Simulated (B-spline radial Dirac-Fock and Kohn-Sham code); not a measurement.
# Satellites and hypersatellites of the K lines of Mn⁶⁺

System: manganese as Mn⁶⁺ in the configuration [Ar] 3d1, inside a Watson sphere of charge -6 and radius 3 Å (a model of the Madelung potential; inside it an electron's potential energy is raised by 28.8 eV).

Level of theory: multi-electron Dirac-Fock with separately optimised hole states, Breit and Lamb-shift corrections added in first order; an atomic code on a B-spline grid. Each two-hole energy is an average over J within one jj subconfiguration, not an observable level; in light atoms, where LS coupling holds, the j-resolved values are not observed lines, and for a K spectator the Kα1 hypersatellite is nearly forbidden. No correlation.

Lines without a spectator: Kα2 (K-L2) 5883.8 eV, Kα1 (K-L3) 5894.0 eV, Kβ3 (K-M2) 6503.1 eV, Kβ1 (K-M3) 6504.6 eV. Shifts in eV with one spectator hole (a dash: not computed, or left out as unreliable):

```
spectator hole     Kα2     Kα1     Kβ3     Kβ1
    L2 (2p1/2)  +23.81  +29.20       –   +71.2
    L3 (2p3/2)  +27.38  +26.17   +69.3       –
    M2 (3p1/2)       –   +2.58   +8.71  +10.36
    M3 (3p3/2)   +2.38       –  +10.01   +9.57
```

Q: Where does the K-L3 hypersatellite lie, emitted when both K electrons are missing?

A: +263.0 eV from the normal line, at 6157.0 eV. Removing both K electrons costs 13654.5 eV, which is 366.0 eV more than twice the K binding energy. In light atoms the observed hypersatellite is the ¹S₀ → ¹P₁ component, which lies below this average, and the triplet component is nearly forbidden.

With n spectator holes in 2p, averaged over the 2p shell (energies in eV):

```
n    KαLⁿ   step  hypersatellite KαʰLⁿ
0  5890.6      –                6153.0
1  5917.7  +27.1                6181.5
2  5946.2  +28.5                6211.3
3  5976.0  +29.8                6242.5
4  6007.2  +31.2                6275.0
5  6039.8  +32.5                6308.9
```
